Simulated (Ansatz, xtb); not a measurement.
**Relative energy of two isomers of C3H9FOSi2**

Structure a: `C=C[Si@](C)(F)O[SiH3]`, a singlet. Structure b: `F[Si@@H]1CCC[SiH2]O1`, a singlet. Both are isolated molecules in the gas phase, relaxed with r2SCAN-D4/def2-SVP; the shapes shown needn't be the lowest conformers.

a (Å):

```xyz
16

C    -0.4892    1.5937   -1.4625
C     0.0652    0.5539   -2.1054
C     2.7351   -0.9973   -1.6915
F     0.2002   -2.2189   -1.5630
O     0.8166   -0.5684    0.4101
Si    0.9545   -0.8110   -1.2188
Si   -0.0041   -1.0660    1.7682
H    -0.4406    1.6790   -0.3698
H    -1.0108    2.4009   -1.9910
H    -0.0110    0.5227   -3.2024
H     2.8419   -1.1417   -2.7785
H     3.3115   -0.1025   -1.4086
H     3.1826   -1.8682   -1.1867
H     0.4541   -2.4229    2.1863
H     0.2847   -0.0915    2.8573
H    -1.4748   -1.1016    1.5132
```

b (Å):

```xyz
16

C    -1.7956   -2.0806   -0.0336
C    -0.7205   -1.9198   -1.1288
C     0.2477   -0.7505   -0.8582
F    -0.7213   -4.1191    1.6101
O     0.3202   -1.6849    1.8515
Si   -1.0836   -2.5324    1.6344
Si    1.3102   -1.0058    0.6775
H    -1.9837   -2.3112    2.7912
H    -2.3711   -1.1403    0.0646
H    -2.5286   -2.8542   -0.3246
H    -1.2149   -1.7687   -2.1045
H    -0.1517   -2.8639   -1.2287
H     0.9117   -0.5929   -1.7272
H    -0.3290    0.1869   -0.7456
H     1.8613    0.2781    1.1967
H     2.4356   -1.9452    0.3890
```

Q: Which of the two would you expect CCSD(T)/def2-SVP + ΔMP2/def2-TZVPP electronic energies to favour?

A: Structure b; the calculation gives E(b) − E(a) = −0.659 eV.

Level by level:

| level | geometry | E(b) − E(a) (eV) | departure from the last row (eV) | job, with rough time for the two |
| --- | --- | --- | --- | --- |
| GFN2-xTB | GFN2-xTB | −1.259 | −0.600 | optimisation, 0.32 s |
| HF/STO-3G | GFN2-xTB | −2.015 | −1.356 | single point, 0.38 s |
| r2SCAN-D4/def2-SVP//GFN2-xTB | GFN2-xTB | −0.823 | −0.164 | single point, 4.7 s |
| r2SCAN-D4/def2-SVP | r2SCAN-D4/def2-SVP | −0.820 | −0.161 | optimisation, 2.2 min |
| HF/def2-SVP | r2SCAN-D4/def2-SVP | −0.477 | +0.182 | part of the CCSD(T) run |
| MP2/def2-SVP | r2SCAN-D4/def2-SVP | −0.816 | −0.157 | part of the CCSD(T) run |
| CCSD(T)/def2-SVP | r2SCAN-D4/def2-SVP | −0.702 | −0.043 | single point |
| CCSD(T)/def2-SVP + ΔMP2/def2-TZVPP | r2SCAN-D4/def2-SVP | −0.659 |  | single point, 90 s |

As drawn, b has 2 C–C in place of 1 C=C. Structure a has no ring, b a 6-membered ring.

The levels shown agree on the order. The largest departure from CCSD(T)/def2-SVP + ΔMP2/def2-TZVPP is that of HF/STO-3G, 1.356 eV. The last row adds to CCSD(T) the change of the MP2 difference between the two basis sets, here +0.043 eV.

With thermal terms from frequencies at re-optimised GFN2-xTB minima (ideal gas, soft modes damped towards free rotors, one conformer each, 298.15 K, 1 atm): the zero-point term adds +0.168 eV; ΔH is −0.569 and ΔG −0.371 eV.

The correlated steps freeze 15 core orbitals. Programs: Ansatz 0.2.0, xtb 6.7.1; the last row on 4 threads of Arm Neoverse V2 on a shared host.
